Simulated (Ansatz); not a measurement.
The same redistribution along the group B, Al, Ga, In.

Program: Ansatz. Geometries: PBE0-D4/def2-TZVP. ΔE: electronic, gas phase. CBS: MP2 limit from def2 TZ/QZ plus the TZ coupled-cluster correction, frozen cores. This one scheme is used for every species. Elements past krypton have def2 core potentials. For Cd, Ga, In outer-core shells are correlated without core-valence functions, which leaves a few kJ/mol of doubt a bond. Scalar relativity is left out up to krypton. Each species was taken in one conformer, which may not be the lowest.

Order these by ΔE at CCSD(T)/CBS, lowest first. (Best estimate.)
A. `NB(N)S` + `[CH3][Cd][OH]` → `NB(N)O` + `[CH3][Cd][SH]`
B. `[NH2][Ga]([NH2])[SH]` + `[CH3][Cd][OH]` → `[NH2][Ga]([NH2])[OH]` + `[CH3][Cd][SH]`
C. `[NH2][In]([NH2])[SH]` + `[CH3][Cd][OH]` → `[NH2][In]([NH2])[OH]` + `[CH3][Cd][SH]`
D. `[NH2][Al]([NH2])[SH]` + `[CH3][Cd][OH]` → `[NH2][Al]([NH2])[OH]` + `[CH3][Cd][SH]`

A (-1.32 eV), D (-1.05 eV), B (-0.48 eV), C (-0.18 eV).

Largest T1 diagnostic: 0.015, for `[NH2][In]([NH2])[OH]`.
